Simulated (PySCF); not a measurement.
A structure optimised at B3LYP-D3(BJ)/def2-TZVPD, used in a PySCF frequency run:

```xyz
3

B      0.0000     0.0000     0.8359
N      0.0000     0.0000    -0.3983
H      0.0000     0.0000    -1.3917
```
Charge 0, spin multiplicity 2.

Q: Write its SMILES, formula and point group.

A: [B]=N, BHN, C∞v

Q: What are its rotational constants (standard atomic weights)?

A: 43.702 GHz (linear rotor, B only)
